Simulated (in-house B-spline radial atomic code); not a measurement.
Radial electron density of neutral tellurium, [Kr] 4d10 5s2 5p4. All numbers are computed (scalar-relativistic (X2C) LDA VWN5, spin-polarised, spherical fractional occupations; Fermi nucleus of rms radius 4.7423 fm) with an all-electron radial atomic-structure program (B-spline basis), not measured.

One-electron X2C: radii and densities carry no picture-change correction, so inner-shell <1/r> comes out high (for 1s by about 2 % at Z = 33, 5 % at 54, 10 % at 75, 30 % at 118) and <r> low.

Columns: r (bohr), 4πr²n(r) (electrons per bohr), bar.

```
0.000909    2.279 #
 0.00113    3.213 ##
  0.0014    4.485 ##
 0.00173    6.199 ###
 0.00215    8.579 ####
 0.00266    11.69 ######
  0.0033     15.8 ########
  0.0041    21.08 ###########
 0.00508    27.52 ##############
  0.0063    35.17 ##################
 0.00781    43.67 ######################
 0.00968    52.37 ###########################
   0.012    60.23 ###############################
  0.0149    65.89 #################################
  0.0185    68.03 ###################################
  0.0229    66.29 ##################################
  0.0284    61.98 ###############################
  0.0352     58.4 ##############################
  0.0436    59.65 ##############################
  0.0541    67.81 ##################################
  0.0671    79.58 ########################################
  0.0832    86.68 ############################################
   0.103    82.33 ##########################################
   0.128    69.38 ###################################
   0.159    61.04 ###############################
   0.197    65.37 #################################
   0.244    72.25 #####################################
   0.302    64.68 #################################
   0.375    42.66 ######################
   0.465    25.57 #############
   0.576     23.7 ############
   0.714    26.64 ##############
   0.886    22.82 ############
     1.1    14.21 #######
    1.36    7.732 ####
    1.69    4.761 ##
    2.09    3.508 ##
     2.6    2.391 #
    3.22    1.324 #
    3.99   0.5617 
    4.95   0.1748 
    6.14  0.03808 
    7.61 0.005469 
    9.43 0.0004764
```

On this grid the curve has 4 maxima, near 0.0185, 0.0832, 0.244, 0.714 bohr.

The 5s down radial function P(r) = rR(r), positive near the nucleus:

| r (bohr) | P |
| --- | --- |
| 0.000385 | 0.0126 |
| 0.000591 | 0.01785 |
| 0.000909 | 0.02518 |
| 0.0014 | 0.03528 |
| 0.00215 | 0.04867 |
| 0.0033 | 0.06569 |
| 0.00508 | 0.08574 |
| 0.00781 | 0.1053 |
| 0.012 | 0.1162 |
| 0.0185 | 0.1026 |
| 0.0284 | 0.04501 |
| 0.0436 | -0.06197 |
| 0.0671 | -0.1677 |
| 0.103 | -0.141 |
| 0.159 | 0.09423 |
| 0.244 | 0.2672 |
| 0.375 | -0.01886 |
| 0.576 | -0.4011 |
| 0.886 | -0.05279 |
| 1.36 | 0.6449 |
| 2.09 | 0.7521 |
| 3.22 | 0.3636 |
| 4.95 | 0.07702 |
| 7.61 | 0.005495 |
